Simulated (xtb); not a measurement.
xtb input (GFN2-xTB):

```bash
xtb mol.xyz --gfn 2 --sp --chrg -1 --uhf 0
```
mol.xyz:
```
17

C      2.66286446     0.34269876     0.72994857
C      1.36628032     0.69048784    -0.00281628
C      0.46717714    -0.51889101    -0.28901923
C     -0.78240713    -0.16962723    -1.09025184
C     -2.06617692    -0.04386702    -0.70109897
C     -2.40085292    -0.30464569     0.75783816
H      3.27952668     1.22680918     0.92668646
H      2.45003604    -0.13455089     1.69152624
H      3.26547690    -0.36025809     0.14607334
H      0.79128812     1.41550858     0.58146754
H      1.60216700     1.18838956    -0.95096172
H      0.20361131    -0.98384751     0.66693229
H      1.07213245    -1.26328082    -0.83335581
H     -0.52917917     0.02859932    -2.14361712
H     -1.58767510    -0.62698752     1.45230286
H     -2.83985862     0.59938086     1.20229952
H     -3.18883547    -1.06669653     0.83304373
```

Output:

```
           -------------------------------------------------
          |                Calculation Setup                |
           -------------------------------------------------

           -------------------------------------------------
          |                 G F N 2 - x T B                 |
           -------------------------------------------------

        Reference                      10.1021/acs.jctc.8b01176
      * Hamiltonian:
        H0-scaling (s, p, d)           1.850000    2.230000    2.230000
        zeta-weighting                 0.500000
      * Dispersion:
        s8                             2.700000
        a1                             0.520000
        a2                             5.000000
        s9                             5.000000
      * Repulsion:
        kExp                           1.500000    1.000000
        rExp                           1.000000
      * Coulomb:
        alpha                          2.000000
        third order                    shell-resolved
        anisotropic                    true
        a3                             3.000000
        a5                             4.000000
        cn-shift                       1.200000
        cn-exp                         4.000000
        max-rad                        5.000000

          ...................................................
          :                      SETUP                      :
          :.................................................:
          :  # basis functions                  35          :
          :  # atomic orbitals                  35          :
          :  # shells                           23          :
          :  # electrons                        36          :
          :  max. iterations                   250          :
          :  Hamiltonian                  GFN2-xTB          :
          :  restarted?                      false          :
          :  GBSA solvation                  false          :
          :  PC potential                    false          :
          :  electronic temp.          300.0000000     K    :
          :  accuracy                    1.0000000          :
          :  -> integral cutoff          0.2500000E+02      :
          :  -> integral neglect         0.1000000E-07      :
          :  -> SCF convergence          0.1000000E-05 Eh   :
          :  -> wf. convergence          0.1000000E-03 e    :
          :  Broyden damping             0.4000000          :
          :  net charge                         -1          :
          :  unpaired electrons                  0          :
          ...................................................

 iter      E             dE          RMSdq      gap      omega  full diag
   1    -18.6721179 -0.186721E+02  0.391E+00    3.79       0.0  T
   2    -18.7714893 -0.993714E-01  0.261E+00    3.48       1.0  T
   3    -18.7837578 -0.122685E-01  0.142E+00    3.82       1.0  T
   4    -18.7842542 -0.496392E-03  0.816E-01    3.63       1.0  T
   5    -18.7888145 -0.456028E-02  0.105E-01    3.77       1.0  T
   6    -18.7888239 -0.942019E-05  0.622E-02    3.76       1.0  T
   7    -18.7888367 -0.127991E-04  0.155E-02    3.77       1.6  T
   8    -18.7888374 -0.734422E-06  0.376E-03    3.77       6.4  T
   9    -18.7888374  0.103271E-07  0.266E-03    3.77       9.1  T
  10    -18.7888374 -0.276681E-07  0.286E-04    3.77      84.8  T
  11    -18.7888374 -0.793143E-10  0.195E-04    3.77     124.3  T

   *** convergence criteria satisfied after 11 iterations ***

         #    Occupation            Energy/Eh            Energy/eV
      -------------------------------------------------------------
         1        2.0000           -0.4736637             -12.8890
       ...           ...                  ...                  ...
        12        2.0000           -0.2730137              -7.4291
        13        2.0000           -0.2670248              -7.2661
        14        2.0000           -0.2491343              -6.7793
        15        2.0000           -0.2338415              -6.3632
        16        2.0000           -0.1835942              -4.9959
        17        2.0000           -0.1108594              -3.0166
        18        2.0000           -0.0589225              -1.6034 (HOMO)
        19                          0.0797140               2.1691 (LUMO)
        20                          0.2401171               6.5339
        21                          0.2689087               7.3174
        22                          0.2789803               7.5914
        23                          0.2940189               8.0007
       ...                                ...                  ...
        35                          0.8402058              22.8632
      -------------------------------------------------------------
                  HL-Gap            0.1386364 Eh            3.7725 eV
             Fermi-level            0.0103957 Eh            0.2829 eV

 SCC (total)                   0 d,  0 h,  0 min,  0.007 sec
 SCC setup                      ...        0 min,  0.000 sec (  1.202%)
 Dispersion                     ...        0 min,  0.000 sec (  1.278%)
 classical contributions        ...        0 min,  0.000 sec (  0.352%)
 integral evaluation            ...        0 min,  0.001 sec ( 13.158%)
 iterations                     ...        0 min,  0.004 sec ( 51.148%)
 molecular gradient             ...        0 min,  0.002 sec ( 31.351%)
 printout                       ...        0 min,  0.000 sec (  1.304%)

         :::::::::::::::::::::::::::::::::::::::::::::::::::::
         ::                     SUMMARY                     ::
         :::::::::::::::::::::::::::::::::::::::::::::::::::::
         :: total energy             -18.516265857288 Eh    ::
         :: gradient norm              0.025564744134 Eh/a0 ::
         :: HOMO-LUMO gap              3.772489793219 eV    ::
         ::.................................................::
         :: SCC energy               -18.788818175575 Eh    ::
         :: -> isotropic ES            0.122906943269 Eh    ::
         :: -> anisotropic ES          0.018068143649 Eh    ::
         :: -> anisotropic XC          0.009785637142 Eh    ::
         :: -> dispersion             -0.011248105869 Eh    ::
         :: repulsion energy           0.272552318287 Eh    ::
         :: add. restraining           0.000000000000 Eh    ::
         :: total charge              -1.000000000000 e     ::
         :::::::::::::::::::::::::::::::::::::::::::::::::::::

           -------------------------------------------------
          |                Property Printout                |
           -------------------------------------------------

    * Orbital Energies and Occupations

         #    Occupation            Energy/Eh            Energy/eV
      -------------------------------------------------------------
         1        2.0000           -0.4736637             -12.8890
       ...           ...                  ...                  ...
         6        2.0000           -0.3578351              -9.7372
         7        2.0000           -0.3344399              -9.1006
         8        2.0000           -0.3217027              -8.7540
         9        2.0000           -0.3139285              -8.5424
        10        2.0000           -0.2816201              -7.6633
        11        2.0000           -0.2802870              -7.6270
        12        2.0000           -0.2730137              -7.4291
        13        2.0000           -0.2670248              -7.2661
        14        2.0000           -0.2491343              -6.7793
        15        2.0000           -0.2338415              -6.3632
        16        2.0000           -0.1835942              -4.9959
        17        2.0000           -0.1108594              -3.0166
        18        2.0000           -0.0589225              -1.6034 (HOMO)
        19                          0.0797140               2.1691 (LUMO)
        20                          0.2401171               6.5339
        21                          0.2689087               7.3174
        22                          0.2789803               7.5914
        23                          0.2940189               8.0007
        24                          0.3064584               8.3392
        25                          0.3281028               8.9281
        26                          0.3374720               9.1831
        27                          0.3594924               9.7823
        28                          0.3837521              10.4424
        29                          0.3913695              10.6497
       ...                                ...                  ...
        35                          0.8402058              22.8632
      -------------------------------------------------------------
                  HL-Gap            0.1386364 Eh            3.7725 eV
             Fermi-level            0.0103957 Eh            0.2829 eV

     #   Z          covCN         q      C6AA      α(0)
     1   6 C        3.748    -0.081    22.111     6.707
     2   6 C        3.798    -0.039    21.279     6.568
     3   6 C        3.798    -0.040    21.298     6.571
     4   6 C        2.887    -0.106    30.682     9.081
     5   6 C        1.957    -0.345    41.971    10.462
     6   6 C        3.750    -0.036    21.286     6.580
     7   1 H        0.924    -0.006     3.156     2.778
     8   1 H        0.924     0.009     2.899     2.663
     9   1 H        0.924     0.007     2.944     2.683
    10   1 H        0.924     0.007     2.937     2.680
    11   1 H        0.924    -0.002     3.088     2.748
    12   1 H        0.924    -0.022     3.475     2.915
    13   1 H        0.923    -0.049     4.065     3.153
    14   1 H        0.923    -0.105     5.753     3.751
    15   1 H        0.920    -0.078     4.854     3.446
    16   1 H        0.923    -0.056     4.238     3.220
    17   1 H        0.923    -0.058     4.283     3.236

 Mol. C6AA /au·bohr⁶  :       2679.196555
 Mol. C8AA /au·bohr⁸  :      56626.992756
 Mol. α(0) /au        :         79.242706

Wiberg/Mayer (AO) data.
largest (>0.10) Wiberg bond orders for each atom

 ---------------------------------------------------------------------------
     #   Z sym  total        # sym  WBO       # sym  WBO       # sym  WBO
 ---------------------------------------------------------------------------
     1   6 C    3.995 --     2 C    1.010     8 H    0.989     9 H    0.989
                             7 H    0.988
     2   6 C    3.986 --     1 C    1.010     3 C    0.989    10 H    0.980
                            11 H    0.979
     3   6 C    3.954 --     2 C    0.989    13 H    0.972    12 H    0.969
                             4 C    0.950
     4   6 C    3.879 --     5 C    1.916    14 H    0.958     3 C    0.950
     5   6 C    3.031 --     4 C    1.916     6 C    0.997
     6   6 C    3.940 --     5 C    0.997    17 H    0.979    16 H    0.978
                            15 H    0.953
     7   1 H    0.999 --     1 C    0.988
     8   1 H    1.000 --     1 C    0.989
     9   1 H    1.000 --     1 C    0.989
    10   1 H    1.000 --     2 C    0.980
    11   1 H    1.000 --     2 C    0.979
    12   1 H    1.000 --     3 C    0.969
    13   1 H    0.998 --     3 C    0.972
    14   1 H    0.989 --     4 C    0.958
    15   1 H    0.994 --     6 C    0.953
    16   1 H    0.997 --     6 C    0.978
    17   1 H    0.997 --     6 C    0.979
 ---------------------------------------------------------------------------

Topologies differ in total number of bonds
Writing topology from bond orders to xtbtopo.mol

molecular dipole:
                 x           y           z       tot (Debye)
 q only:        2.061       0.313       0.612
   full:        2.763       0.151       1.247       7.715
Note: The following floating-point exceptions are signalling: IEEE_UNDERFLOW_FLAG IEEE_DENORMAL
normal termination of xtb
molecular quadrupole (traceless):
                xx          xy          yy          xz          yz          zz
 q only:      -10.525      -1.649       7.662      -1.068       0.014       2.864
  q+dip:      -12.326      -1.080       8.311      -6.712      -0.157       4.015
   full:      -12.872      -0.752       9.108      -6.446       0.064       3.764

           -------------------------------------------------
          | TOTAL ENERGY              -18.516265857288 Eh   |
          | GRADIENT NORM               0.025564744134 Eh/α |
          | HOMO-LUMO GAP               3.772489793219 eV   |
           -------------------------------------------------

------------------------------------------------------------------------
------------------------------------------------------------------------
 total:
 SCF:
```

It need not be the lowest isomer of its formula. Whether it binds its extra electron was not tested at this geometry.
